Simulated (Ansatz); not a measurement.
BrGaH₂O, SMILES `[OH][GaH][Br]`. Total charge 0; spin multiplicity 1.

Cartesian coordinates in Å:
```
O 0.954 -0.606 0.801
Ga -0.135 -0.114 -0.508
Br -1.540 1.626 -0.014
H 0.849 -0.089 1.603
H -0.128 -0.817 -1.882
```

(1) List the harmonic frequencies (cm⁻¹, unscaled) at PBE0-D4/def2-TZVP in Ansatz. (An estimate is asked.)

(2) Is this a minimum?

(3) Give the ideal-gas thermochemistry at 298.15 K and 1 bar (rigid rotor, harmonic oscillator; point group Cs, symmetry number 1).

Answers

(1) The calculation gave: 150, 302, 378, 494, 578, 715, 857, 2072, 3893.

(2) Yes, all 9 modes are real.

(3) Zero-point energy 56.5 kJ/mol; H(298) − E = 71.5 kJ/mol; entropy 311.1 J/(mol·K), of which translation 172.7, rotation 110.2, vibration 28.2; G(298) − E = -21.2 kJ/mol.
